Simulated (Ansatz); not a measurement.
Two members of one family (Oligo(3-methylthiophene)), computed with Ansatz in the gas phase. Binding counts from free atoms in the multiplicity of their measured ground term, without zero-point energy. Sets without diffuse functions give affinities that are too small. A dash marks a value that wasn't run or was left out as unsound. The structures are stationary points that may keep the symmetry of their start.

First: Cc1csc(-c2sc(-c3sc(-c4sc(-c5sc(-c6sc(-c7sccc7C)cc6C)cc5C)cc4C)cc3C)cc2C)c1 (singlet, charge 0, PBE-D4/def2-SVP geometry).

Cartesian coordinates in Å:
```
C -4.602 -8.873 -3.927
C -4.194 -7.551 -3.339
C -3.550 -7.398 -2.121
S -3.230 -5.740 -1.745
C -3.948 -5.197 -3.253
C -3.987 -3.786 -3.573
S -2.773 -2.713 -2.906
C -3.495 -1.305 -3.659
C -2.921 0.003 -3.453
S -1.961 0.310 -2.019
C -1.613 1.957 -2.510
C -0.774 2.796 -1.691
S 0.337 2.058 -0.552
C 0.887 3.614 0.037
C 1.865 3.684 1.095
S 2.042 2.331 2.198
C 3.349 3.112 3.066
C 3.997 2.435 4.164
S 3.936 0.686 4.250
C 4.831 0.649 5.756
C 5.159 -0.582 6.437
S 6.201 -0.510 7.849
C 6.116 -2.220 8.080
C 5.332 -2.821 7.117
C 4.778 -1.906 6.168
C 3.895 -2.334 5.031
C 5.160 1.953 6.134
C 4.701 2.969 5.256
C 4.918 4.434 5.501
C 3.588 4.376 2.525
C 2.765 4.714 1.417
C 2.888 6.007 0.662
C 0.247 4.639 -0.664
C -0.689 4.198 -1.638
C -1.512 5.138 -2.470
C -2.257 2.235 -3.718
C -2.997 1.149 -4.262
C -3.728 1.225 -5.571
C -4.603 -1.689 -4.416
C -4.893 -3.081 -4.378
C -6.064 -3.698 -5.089
C -4.417 -6.290 -3.977
H -4.137 -9.033 -4.922
H -4.306 -9.717 -3.276
H -5.702 -8.928 -4.074
H -3.248 -8.185 -1.419
H 6.653 -2.686 8.914
H 5.148 -3.904 7.080
H 2.918 -1.808 5.042
H 4.358 -2.123 4.042
H 3.694 -3.422 5.079
H 5.717 2.172 7.057
H 5.185 4.621 6.559
H 5.744 4.839 4.878
H 4.011 5.025 5.261
H 4.387 5.036 2.887
H 2.807 5.850 -0.432
H 2.094 6.731 0.947
H 3.862 6.492 0.871
H 0.410 5.701 -0.444
H -2.571 4.809 -2.529
H -1.135 5.207 -3.513
H -1.492 6.160 -2.045
H -2.158 3.196 -4.238
H -4.823 1.354 -5.427
H -3.373 2.086 -6.170
H -3.586 0.303 -6.170
H -5.236 -0.970 -4.952
H -5.764 -4.173 -6.047
H -6.544 -4.486 -4.473
H -6.827 -2.932 -5.329
H -4.873 -6.194 -4.970
```

```
             level  HOMO (eV)  LUMO (eV)  gap (eV)  vertical IE (eV)  vertical EA (eV)  vertical triplet (eV)  binding per atom (eV)
   PBE-D4/def2-SVP      -4.19      -2.59      1.60              5.50              1.39                   1.50                   5.17
r2SCAN-D4/def2-SVP      -4.35      -2.63      1.71                 –                 –                      –                   5.00
  PBE0-D4/def2-SVP      -4.95      -2.10      2.85              5.85              1.28                   1.80                   5.05
```

Second: Cc1csc(-c2sc(-c3sc(-c4sc(-c5sc(-c6sc(-c7sc(-c8sccc8C)cc7C)cc6C)cc5C)cc4C)cc3C)cc2C)c1 (singlet, charge 0, PBE-D4/def2-SVP geometry).

```xyz
82

C    -9.213    9.722   -2.582
C    -7.785   10.186   -2.662
C    -7.395   11.486   -2.945
S    -5.676   11.676   -2.961
C    -5.423    9.976   -2.579
C    -4.106    9.398   -2.436
S    -3.983    7.681   -2.092
C    -2.231    7.732   -2.053
C    -1.478    6.532   -1.785
S    -2.255    5.190   -0.966
C    -0.815    4.191   -1.068
C    -0.763    2.842   -0.569
S     0.720    1.930   -0.793
C     0.061    0.507   -0.004
C     0.817   -0.707    0.159
S     0.076   -2.045    1.023
C     1.485   -3.071    0.806
C     1.557   -4.418    1.308
S     3.020   -5.339    1.008
C     2.400   -6.750    1.847
C     3.163   -7.963    1.995
S     2.511   -9.248    2.998
C     3.877  -10.297    2.682
C     3.928  -11.621    3.259
S     2.436  -12.441    3.686
C     3.291  -13.819    4.283
C     4.656  -13.664    4.147
C     5.042  -12.414    3.568
C     6.472  -12.008    3.352
C     4.792   -9.646    1.857
C     4.411   -8.334    1.463
C     5.252   -7.472    0.566
C     1.115   -6.482    2.324
C     0.625   -5.184    2.034
C    -0.734   -4.703    2.457
C     2.463   -2.372    0.094
C     2.111   -1.051   -0.277
C     3.028   -0.144   -1.045
C    -1.250    0.768    0.405
C    -1.729    2.065    0.098
C    -3.111    2.538    0.450
C     0.207    4.911   -1.695
C    -0.143    6.222   -2.105
C     0.801    7.141   -2.823
C    -1.791    9.029   -2.321
C    -2.830    9.975   -2.538
C    -2.566   11.424   -2.833
C    -6.656    9.337   -2.457
H    -9.445    9.307   -1.579
H    -9.922   10.548   -2.779
H    -9.416    8.916   -3.319
H    -8.039   12.351   -3.147
H     2.739  -14.670    4.699
H     5.381  -14.425    4.468
H     7.152  -12.607    3.987
H     6.631  -10.936    3.588
H     6.793  -12.159    2.297
H     5.714  -10.122    1.501
H     4.692   -7.137   -0.332
H     5.602   -6.553    1.084
H     6.148   -8.023    0.221
H     0.528   -7.227    2.879
H    -1.273   -5.493    3.014
H    -0.669   -3.808    3.112
H    -1.359   -4.415    1.585
H     3.436   -2.817   -0.160
H     3.974   -0.662   -1.294
H     2.568    0.199   -1.995
H     3.285    0.770   -0.467
H    -1.864    0.016    0.923
H    -3.672    1.748    0.984
H    -3.693    2.814   -0.454
H    -3.087    3.437    1.099
H     1.205    4.482   -1.868
H     1.189    7.939   -2.155
H     0.305    7.647   -3.677
H     1.675    6.583   -3.212
H    -0.732    9.313   -2.323
H    -1.479   11.629   -2.846
H    -3.028   12.092   -2.074
H    -2.980   11.728   -3.817
H    -6.742    8.265   -2.221
```

Question: Estimate the same table for the second.

Answer: 
```json
{"level": "PBE-D4/def2-SVP", "HOMO (eV)": "-4.11", "LUMO (eV)": "-2.71", "gap (eV)": "1.40", "vertical IE (eV)": "5.32", "vertical EA (eV)": "1.62", "vertical triplet (eV)": "1.32", "binding per atom (eV)": "5.18"}
{"level": "r2SCAN-D4/def2-SVP", "HOMO (eV)": "-4.26", "LUMO (eV)": "-2.77", "gap (eV)": "1.49", "vertical IE (eV)": "–", "vertical EA (eV)": "–", "vertical triplet (eV)": "–", "binding per atom (eV)": "5.01"}
{"level": "PBE0-D4/def2-SVP", "HOMO (eV)": "-4.83", "LUMO (eV)": "-2.26", "gap (eV)": "2.57", "vertical IE (eV)": "5.66", "vertical EA (eV)": "1.52", "vertical triplet (eV)": "1.59", "binding per atom (eV)": "5.07"}
```
